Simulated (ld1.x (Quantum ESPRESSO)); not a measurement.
Before and after: RRKJ potential for Bi (Z = 83)

ld1.x (Quantum ESPRESSO) 7.5 input, shortened:

```
&input
   title='Bi', zed=83., rel=1, dft='PBE', iswitch=3,
   config='[Xe] 4f14 5d10 6s2 6p2'
 /
 &inputp
   pseudotype=2, tm=.false., rho0=0.001, lloc=0,
   nlcc=.false.
 /
2
6P  2  1   2.00   0.00  1.80  1.80  0.0
6S  1  0   2.00   0.00  1.70  1.70  0.0
 &test
   configts(1)='6s2 6p2'
 /
```

Change: wave 6s (bound): rc 1.70 bohr becomes 6s (bound): rc 2.34 bohr.

Cutoffs: the cutoffs (Ry, on a coarse ladder) from which the occupation-weighted sum of valence levels, in a spherical-Bessel basis at the reference potential, stays within 10 and 1 mRy of its value at 400 Ry; they do not see the model core or the augmentation charge, which bear on the density cutoff. Errors are all-electron minus pseudo energies relative to the spin-unpolarised reference configuration.

Question: Predict the effect on cutoff, ghosts and configuration errors.

Answer: The potential gets softer (35 Ry and 60 Ry → 35 Ry and 45 Ry); both files keep a bound ghost (d); the errors of the 7 common tests hardly move. A larger radius leaves more room for a smooth pseudo-wave, so fewer plane waves are needed.

| quantity | base | changed |
| --- | --- | --- |
| cutoff, loose | 35 Ry | 35 Ry |
| cutoff, tight | 60 Ry | 45 Ry |
| loose cutoff by channel (10 mRy a level) | p 35 Ry, s 25 Ry | p 35 Ry, s 12 Ry |
| bound ghosts | d | d |
| error for 6s2 6p3, meV [ΔE -7.91 eV] | +11 | +11 |
| error for 6s2 6p1, meV [ΔE 15.25 eV] | +7.6 | +8.1 |
| error for 6s2 6p0, meV [ΔE 38.59 eV] | +103 | +103 |
| error for 6s0 6p5, meV [ΔE 12.59 eV] | +264 | +245 |
| error for 6s1 6p4, meV [ΔE 2.17 eV] | +73 | +66 |
| error for 6s2 6p2.5, meV [ΔE -4.82 eV] | +4.1 | +4.3 |
| error for 6s1 6p0, meV [ΔE 83.99 eV] | +245 | +235 |

 A true bound ghost makes a file unfit for plane-wave use even where its test errors are small: the radial tests pick states by their node count and pass the ghost by.
